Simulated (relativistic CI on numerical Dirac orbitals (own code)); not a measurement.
Computed by Dirac-Coulomb-Breit CI, KLI orbitals optimised for each configuration, QED by a radiative potential, unscaled Slater integrals (own radial code, finite nucleus).

The strongest absorption lines from the ground level of an ion, among the configurations computed and to levels below about 32000 eV (vacuum wavelength in nm, gf): 0.03880 (0.011), 0.03927 (0.019), 0.04018 (0.039), 0.04023 (0.015), 0.04229 (0.11), 0.04241 (0.042), 0.04971 (0.53), 0.05029 (0.22).

(1) Which ion is it?
A. In⁴⁷⁺
B. I⁵¹⁺
C. Rh⁴³⁺
D. La⁵⁵⁺

Answers

(1) A. In⁴⁷⁺ has 2 electrons and the ground level 1s2 1S_0; the strongest line goes to 1s 2p 1P°_1. The pattern of lines fixes the number of electrons, and along that sequence the line energies rise steadily with the charge (about as its square where n changes within one kind of shell, about linearly where n is kept but much faster in heavy ions where fine structure, which grows about as Z⁴, sets the gap, and irregularly where shells cross), which fixes Z. Configurations outside the model, such as inner-shell arrays, can give stronger lines. At this charge energies of transitions that change n are usually good to better than 1 %, and those within a shell (Δn = 0) to a few per cent.

LS names give the leading component of a level, which can be under half, so a name can repeat, a term be missing and a line seem to break the LS rules.
